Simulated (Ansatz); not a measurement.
Relaxation of n-GeGeGeSiGeGeH14 (SiGe₅H₁₄) with RKS PBE-D4/def2-SVP.

```sh
$ ansatz run in.yaml --threads 4 --pin off --events-out ev --progress --plain --max-ram 6963MiB
```

```yaml
crystal:
  periodic: [false, false, false]
  atoms:
    - {symbol: Ge, position_ang: [2.354900, -0.577870, -1.566760]}
    - {symbol: Ge, position_ang: [1.682670, -1.271820, 0.606780]}
    - {symbol: Ge, position_ang: [1.012720, 0.432390, 2.164010]}
    - {symbol: Si, position_ang: [-0.880620, 1.698240, 1.569150]}
    - {symbol: Ge, position_ang: [-2.364420, 0.301770, 0.391830]}
    - {symbol: Ge, position_ang: [-1.949520, -0.142780, -1.913540]}
    - {symbol: H, position_ang: [1.558570, 0.584100, -2.090380]}
    - {symbol: H, position_ang: [2.231150, -1.640140, -2.616510]}
    - {symbol: H, position_ang: [3.782300, -0.118330, -1.636490]}
    - {symbol: H, position_ang: [0.530540, -2.246370, 0.439380]}
    - {symbol: H, position_ang: [2.753780, -2.173650, 1.185840]}
    - {symbol: H, position_ang: [0.848800, -0.249180, 3.508210]}
    - {symbol: H, position_ang: [2.216500, 1.310460, 2.445250]}
    - {symbol: H, position_ang: [-1.527520, 2.278090, 2.749180]}
    - {symbol: H, position_ang: [-0.466090, 2.807290, 0.700110]}
    - {symbol: H, position_ang: [-2.490270, -1.048560, 1.070960]}
    - {symbol: H, position_ang: [-3.794440, 0.791990, 0.496500]}
    - {symbol: H, position_ang: [-0.954000, -1.243290, -2.148650]}
    - {symbol: H, position_ang: [-1.383200, 1.040640, -2.646660]}
    - {symbol: H, position_ang: [-3.161850, -0.532960, -2.708220]}
basis:
  gaussian: {orbitals: def2-SVP}
hamiltonian: {xc: pbe, dispersion: d4}
scf: {lower_state_search: "off"}
output: {orbitals: {seedname: orbitals}}
relax: {f_tol: 0.03, max_steps: 70}
```

Hardware: 4 threads of Arm Neoverse V1 on a shared host. Wall time 72 s, peak host memory 0.55 GiB.

Positions (Å) and forces (eV/Å) at steps 1, 2, 3, 4, 5, 6, 7, 8, 10, 11, 13, 16 of 16:

```xyz
20
step=1 energy=-290611.9129 eV
Ge    2.355   -0.578   -1.567   -0.034    0.175    0.074
Ge    1.683   -1.272    0.607   -0.206    0.011   -0.037
Ge    1.013    0.432    2.164    0.197   -0.034   -0.072
Si   -0.881    1.698    1.569    0.151   -0.380   -0.303
Ge   -2.364    0.302    0.392   -0.136   -0.069    0.010
Ge   -1.950   -0.143   -1.914    0.218    0.152    0.021
H     1.559    0.584   -2.090   -0.601    0.712   -0.165
H     2.231   -1.640   -2.617   -0.162   -0.847   -0.523
H     3.782   -0.118   -1.636    0.931    0.252    0.162
H     0.531   -2.246    0.439   -0.645   -0.308   -0.126
H     2.754   -2.174    1.186    0.621   -0.220    0.363
H     0.849   -0.249    3.508   -0.325   -0.414    0.564
H     2.216    1.310    2.445    0.537    0.548   -0.054
H    -1.528    2.278    2.749   -0.340    0.222    0.632
H    -0.466    2.807    0.700    0.209    0.501   -0.429
H    -2.490   -1.049    1.071    0.167   -0.642    0.371
H    -3.794    0.792    0.496   -0.637    0.467   -0.008
H    -0.954   -1.243   -2.149    0.626   -0.707    0.071
H    -1.383    1.041   -2.647    0.342    0.828   -0.302
H    -3.162   -0.533   -2.708   -0.911   -0.248   -0.248
20
step=2 energy=-290612.3317 eV
Ge    2.316   -0.514   -1.610   -0.013   -0.112    0.138
Ge    1.620   -1.328    0.577    0.147    0.171    0.154
Ge    1.099    0.433    2.191   -0.188   -0.108   -0.127
Si   -0.843    1.644    1.492   -0.011   -0.181    0.103
Ge   -2.437    0.236    0.393    0.242    0.067   -0.001
Ge   -1.851   -0.125   -1.951   -0.248   -0.102    0.171
H     1.440    0.673   -2.070   -0.022    0.053   -0.031
H     2.151   -1.694   -2.596    0.028    0.009   -0.152
H     3.797   -0.071   -1.570    0.051    0.031   -0.020
H     0.389   -2.258    0.397   -0.016   -0.008    0.057
H     2.772   -2.137    1.238    0.012   -0.137   -0.111
H     0.790   -0.293    3.533    0.029    0.071    0.035
H     2.296    1.404    2.394    0.024   -0.060    0.004
H    -1.507    2.205    2.707   -0.082    0.197    0.193
H    -0.423    2.771    0.604    0.008    0.155   -0.149
H    -2.452   -1.131    1.133   -0.063   -0.016   -0.033
H    -3.859    0.861    0.479    0.018   -0.020   -0.010
H    -0.828   -1.279   -2.076    0.027   -0.033   -0.044
H    -1.283    1.138   -2.637    0.004    0.059    0.003
H    -3.185   -0.535   -2.627    0.051   -0.035   -0.181
20
step=3 energy=-290612.3729 eV
Ge    2.365   -0.533   -1.609   -0.052   -0.027    0.031
Ge    1.671   -1.333    0.594   -0.019    0.004    0.010
Ge    1.065    0.419    2.194    0.062    0.007   -0.011
Si   -0.867    1.686    1.544    0.058   -0.097   -0.118
Ge   -2.419    0.257    0.402   -0.053   -0.025   -0.018
Ge   -1.923   -0.150   -1.962   -0.021    0.003    0.060
H     1.491    0.662   -2.070    0.003    0.008    0.007
H     2.212   -1.683   -2.644    0.018    0.037    0.005
H     3.849   -0.080   -1.576   -0.008    0.006    0.007
H     0.429   -2.256    0.434    0.009   -0.019   -0.021
H     2.823   -2.198    1.194   -0.056    0.031   -0.010
H     0.766   -0.281    3.554    0.017    0.029   -0.014
H     2.284    1.366    2.395   -0.002   -0.005    0.038
H    -1.515    2.292    2.761   -0.014   -0.010    0.018
H    -0.462    2.809    0.627    0.022    0.020   -0.026
H    -2.462   -1.121    1.125   -0.035    0.027    0.008
H    -3.842    0.882    0.483   -0.014   -0.022    0.015
H    -0.891   -1.300   -2.103    0.021    0.018   -0.012
H    -1.353    1.128   -2.630    0.009   -0.005   -0.016
H    -3.222   -0.567   -2.713    0.056    0.021    0.049
20
step=4 energy=-290612.3892 eV
Ge    2.351   -0.502   -1.587   -0.011   -0.015    0.000
Ge    1.644   -1.352    0.588    0.000    0.000    0.002
Ge    1.082    0.407    2.187    0.002    0.001    0.006
Si   -0.839    1.668    1.496    0.018   -0.009   -0.030
Ge   -2.438    0.243    0.416    0.002   -0.004    0.007
Ge   -1.915   -0.161   -1.936   -0.001   -0.012   -0.001
H     1.475    0.697   -2.032   -0.009    0.015    0.014
H     2.233   -1.619   -2.658    0.005    0.008   -0.010
H     3.829   -0.033   -1.521    0.003    0.011    0.012
H     0.394   -2.260    0.408   -0.003    0.003   -0.003
H     2.780   -2.235    1.180   -0.004   -0.008   -0.009
H     0.769   -0.271    3.552   -0.004    0.008    0.000
H     2.307    1.342    2.398   -0.004   -0.003   -0.006
H    -1.468    2.320    2.701    0.001    0.009    0.000
H    -0.424    2.758    0.540    0.001   -0.018   -0.003
H    -2.504   -1.123    1.156   -0.007    0.003    0.004
H    -3.854    0.883    0.496    0.006    0.005    0.000
H    -0.850   -1.280   -2.084    0.007    0.008    0.010
H    -1.372    1.126   -2.612    0.000    0.007    0.011
H    -3.198   -0.607   -2.688   -0.001   -0.008   -0.004
20
step=5 energy=-290612.3957 eV
Ge    2.338   -0.466   -1.566    0.021   -0.005   -0.021
Ge    1.618   -1.374    0.580    0.009   -0.014   -0.014
Ge    1.092    0.389    2.181   -0.038   -0.002    0.034
Si   -0.812    1.651    1.454   -0.004    0.088    0.006
Ge   -2.450    0.227    0.431    0.021    0.017    0.041
Ge   -1.910   -0.178   -1.913    0.021   -0.017   -0.037
H     1.454    0.740   -1.981   -0.003   -0.005    0.013
H     2.253   -1.549   -2.676    0.000    0.026    0.008
H     3.808    0.023   -1.459   -0.016   -0.002    0.004
H     0.354   -2.260    0.381    0.005    0.017    0.008
H     2.741   -2.281    1.157    0.014   -0.023   -0.007
H     0.759   -0.267    3.553    0.001    0.001   -0.002
H     2.325    1.314    2.391   -0.006   -0.008   -0.019
H    -1.416    2.373    2.637    0.024   -0.014   -0.056
H    -0.381    2.688    0.441   -0.023   -0.055    0.048
H    -2.538   -1.128    1.188    0.005    0.002   -0.003
H    -3.855    0.892    0.508    0.017    0.003   -0.008
H    -0.810   -1.265   -2.056   -0.024    0.020    0.012
H    -1.395    1.126   -2.582   -0.013   -0.013    0.018
H    -3.176   -0.656   -2.671   -0.010   -0.017   -0.025
20
step=6 energy=-290612.3986 eV
Ge    2.332   -0.443   -1.551    0.024   -0.001   -0.027
Ge    1.608   -1.388    0.577    0.004   -0.021   -0.022
Ge    1.093    0.375    2.182   -0.032   -0.003    0.041
Si   -0.794    1.646    1.431   -0.025    0.103    0.012
Ge   -2.452    0.221    0.440    0.020    0.022    0.020
Ge   -1.913   -0.191   -1.902    0.021   -0.021   -0.035
H     1.441    0.766   -1.944    0.001   -0.009    0.010
H     2.265   -1.499   -2.689   -0.001    0.029    0.021
H     3.798    0.058   -1.421   -0.020   -0.006    0.000
H     0.334   -2.258    0.370    0.007    0.013    0.005
H     2.722   -2.314    1.139    0.013   -0.014   -0.002
H     0.755   -0.270    3.557   -0.002    0.001   -0.004
H     2.333    1.292    2.384   -0.001   -0.003   -0.012
H    -1.395    2.413    2.589    0.042   -0.028   -0.056
H    -0.347    2.648    0.390   -0.027   -0.060    0.053
H    -2.552   -1.127    1.209    0.009    0.003   -0.002
H    -3.850    0.901    0.513    0.014    0.004   -0.002
H    -0.795   -1.260   -2.038   -0.024    0.018    0.005
H    -1.417    1.122   -2.567   -0.013   -0.016    0.010
H    -3.166   -0.691   -2.669   -0.009   -0.013   -0.016
20
step=7 energy=-290612.4005 eV
Ge    2.323   -0.406   -1.528    0.014   -0.004   -0.020
Ge    1.594   -1.405    0.576    0.013   -0.015   -0.004
Ge    1.090    0.354    2.191   -0.014   -0.016   -0.010
Si   -0.772    1.640    1.402    0.024    0.095    0.023
Ge   -2.452    0.216    0.444    0.003    0.030    0.033
Ge   -1.924   -0.215   -1.900    0.018   -0.009   -0.023
H     1.419    0.805   -1.884    0.005   -0.013    0.005
H     2.274   -1.426   -2.700   -0.002    0.031    0.033
H     3.781    0.109   -1.372   -0.019   -0.008   -0.004
H     0.310   -2.255    0.354    0.008    0.004   -0.001
H     2.699   -2.354    1.121    0.003   -0.002   -0.007
H     0.744   -0.278    3.570   -0.008    0.002   -0.004
H     2.338    1.262    2.382    0.005    0.001    0.004
H    -1.325    2.469    2.541   -0.008   -0.047   -0.083
H    -0.303    2.587    0.321   -0.014   -0.041    0.058
H    -2.558   -1.120    1.231    0.003    0.001   -0.004
H    -3.839    0.917    0.518   -0.001   -0.006   -0.005
H    -0.782   -1.260   -2.029   -0.019    0.011    0.003
H    -1.453    1.107   -2.564   -0.009   -0.013   -0.008
H    -3.162   -0.746   -2.672   -0.003   -0.001    0.014
20
step=8 energy=-290612.4024 eV
Ge    2.323   -0.391   -1.517   -0.008    0.001   -0.010
Ge    1.597   -1.416    0.576    0.003   -0.010   -0.016
Ge    1.090    0.341    2.195   -0.010   -0.001    0.013
Si   -0.757    1.642    1.394   -0.016    0.059   -0.009
Ge   -2.447    0.223    0.447    0.016    0.015   -0.016
Ge   -1.933   -0.224   -1.899   -0.011   -0.006    0.002
H     1.412    0.820   -1.854    0.007   -0.010    0.003
H     2.277   -1.392   -2.703   -0.001    0.018    0.026
H     3.778    0.129   -1.355   -0.006   -0.004   -0.003
H     0.309   -2.258    0.346    0.006   -0.002   -0.003
H     2.700   -2.376    1.107   -0.009    0.019    0.005
H     0.734   -0.283    3.574   -0.001   -0.005   -0.001
H     2.342    1.243    2.386    0.006    0.001    0.013
H    -1.339    2.494    2.500    0.042   -0.048   -0.044
H    -0.267    2.566    0.304   -0.014   -0.020    0.036
H    -2.553   -1.110    1.239   -0.002   -0.001   -0.001
H    -3.832    0.927    0.521   -0.002   -0.003    0.004
H    -0.786   -1.261   -2.025   -0.002    0.000   -0.004
H    -1.476    1.096   -2.574   -0.003   -0.007   -0.014
H    -3.172   -0.770   -2.661    0.007    0.004    0.022
20
step=10 energy=-290612.4066 eV
Ge    2.303   -0.335   -1.485   -0.019    0.000    0.034
Ge    1.610   -1.424    0.586    0.007    0.017    0.004
Ge    1.083    0.306    2.232   -0.002   -0.007    0.007
Si   -0.698    1.661    1.367    0.054   -0.010   -0.005
Ge   -2.403    0.269    0.412    0.016   -0.027   -0.023
Ge   -1.970   -0.271   -1.935   -0.092    0.064   -0.027
H     1.373    0.876   -1.771    0.003   -0.006   -0.002
H     2.248   -1.299   -2.697   -0.002   -0.017   -0.021
H     3.753    0.191   -1.328    0.020    0.020   -0.007
H     0.340   -2.281    0.327   -0.004   -0.003    0.017
H     2.731   -2.372    1.104   -0.015    0.014   -0.015
H     0.644   -0.338    3.580    0.010    0.006   -0.026
H     2.358    1.162    2.501   -0.049   -0.020   -0.003
H    -1.280    2.529    2.453   -0.006    0.002    0.010
H    -0.153    2.564    0.292    0.005    0.016   -0.013
H    -2.508   -1.054    1.222   -0.007   -0.009    0.006
H    -3.784    0.979    0.512    0.001    0.005   -0.018
H    -0.820   -1.301   -2.071    0.020   -0.018    0.010
H    -1.573    1.013   -2.720   -0.024   -0.058    0.040
H    -3.253   -0.874   -2.582    0.084    0.031    0.030
20
step=11 energy=-290612.4079 eV
Ge    2.302   -0.330   -1.485   -0.042    0.006    0.004
Ge    1.605   -1.426    0.581    0.027    0.010    0.021
Ge    1.076    0.296    2.233    0.023    0.029   -0.002
Si   -0.689    1.665    1.357    0.021   -0.031    0.026
Ge   -2.397    0.265    0.420   -0.020    0.015   -0.050
Ge   -1.969   -0.271   -1.928   -0.050    0.023   -0.019
H     1.366    0.876   -1.770    0.003   -0.006   -0.005
H     2.250   -1.293   -2.699    0.001   -0.009   -0.011
H     3.750    0.207   -1.332    0.010    0.003    0.009
H     0.333   -2.284    0.336    0.005    0.001   -0.009
H     2.730   -2.373    1.090   -0.013    0.008   -0.002
H     0.630   -0.348    3.578   -0.003    0.006   -0.027
H     2.344    1.158    2.511   -0.024   -0.028    0.001
H    -1.265    2.537    2.444   -0.006    0.002   -0.001
H    -0.143    2.564    0.278    0.003   -0.005   -0.004
H    -2.513   -1.055    1.234    0.006    0.003    0.003
H    -3.776    0.981    0.502   -0.001    0.004    0.004
H    -0.813   -1.296   -2.056    0.017   -0.012   -0.007
H    -1.578    1.013   -2.713   -0.016   -0.042    0.036
H    -3.243   -0.884   -2.581    0.060    0.025    0.030
20
step=13 energy=-290612.4107 eV
Ge    2.278   -0.311   -1.494    0.011    0.000   -0.005
Ge    1.624   -1.422    0.577   -0.002   -0.002   -0.009
Ge    1.065    0.272    2.244    0.000   -0.008    0.018
Si   -0.665    1.667    1.351    0.003    0.010   -0.010
Ge   -2.398    0.299    0.410   -0.006   -0.014    0.014
Ge   -1.964   -0.293   -1.917    0.022    0.000   -0.001
H     1.317    0.875   -1.777    0.001   -0.001   -0.002
H     2.239   -1.278   -2.707    0.001    0.005    0.006
H     3.717    0.256   -1.350   -0.011   -0.001   -0.002
H     0.369   -2.305    0.331   -0.001   -0.002    0.000
H     2.768   -2.349    1.074    0.006   -0.002    0.001
H     0.563   -0.405    3.552    0.004    0.004   -0.008
H     2.333    1.105    2.589   -0.008    0.000    0.001
H    -1.237    2.556    2.425    0.001    0.004    0.005
H    -0.092    2.549    0.271   -0.001   -0.001    0.001
H    -2.546   -1.002    1.250   -0.003    0.008   -0.003
H    -3.760    1.048    0.475    0.004    0.001   -0.003
H    -0.778   -1.289   -2.028   -0.013    0.008    0.003
H    -1.614    0.981   -2.730    0.001   -0.003   -0.002
H    -3.219   -0.955   -2.547   -0.009   -0.005   -0.003
20
step=16 energy=-290612.4114 eV
Ge    2.274   -0.288   -1.499    0.001    0.001   -0.002
Ge    1.640   -1.421    0.567   -0.004    0.000   -0.001
Ge    1.051    0.245    2.253    0.004   -0.007    0.014
Si   -0.646    1.672    1.345    0.003    0.006   -0.010
Ge   -2.401    0.328    0.409   -0.009   -0.006    0.008
Ge   -1.970   -0.316   -1.906    0.013   -0.001   -0.001
H     1.291    0.880   -1.781    0.002   -0.002    0.000
H     2.253   -1.254   -2.713    0.003    0.003    0.001
H     3.702    0.306   -1.355   -0.007   -0.002    0.002
H     0.401   -2.326    0.316    0.005    0.001   -0.003
H     2.802   -2.331    1.055    0.001    0.000    0.002
H     0.510   -0.455    3.532    0.006    0.006   -0.011
H     2.315    1.061    2.649   -0.011   -0.001   -0.003
H    -1.204    2.580    2.411    0.001   -0.002    0.000
H    -0.050    2.534    0.262   -0.004   -0.002    0.005
H    -2.585   -0.955    1.270   -0.001    0.008   -0.004
H    -3.748    1.107    0.447    0.007    0.000    0.003
H    -0.777   -1.303   -1.998   -0.007    0.002    0.001
H    -1.635    0.941   -2.752    0.001   -0.003   -0.001
H    -3.222   -1.006   -2.512   -0.002    0.001    0.001
```
